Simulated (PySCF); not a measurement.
## Basis-set dependence of MgTl⁺ at MP2

PySCF, RHF reference; singlet, unpaired electrons none; De to Mg + Tl⁺ without counterpoise correction. Frozen cores follow the default of each basis and core potential.

```csv
basis,relativity,functions,Re (Å),ωe (cm⁻¹),De (eV),frozen orbitals
cc-pVDZ/cc-pVDZ-PP,scalar-relativistic core potentials,41,3.358,122,n/a,5
def2-SVP,scalar-relativistic core potentials,44,3.396,116,n/a,5
aug-cc-pVDZ/aug-cc-pVDZ-PP,scalar-relativistic core potentials,59,3.362,120,n/a,5
```

**Question.** How does each smaller set differ from the one with most functions, aug-cc-pVDZ/aug-cc-pVDZ-PP?

**Answer.** cc-pVDZ/cc-pVDZ-PP: -0.4 pm, +1.7 % in ωe; def2-SVP: +3.4 pm, -3.3 % in ωe. All at MP2; the set with most functions is neither the basis-set limit nor always the best.

Correlated steps freeze 5 core orbitals. Spin–orbit coupling is left out.
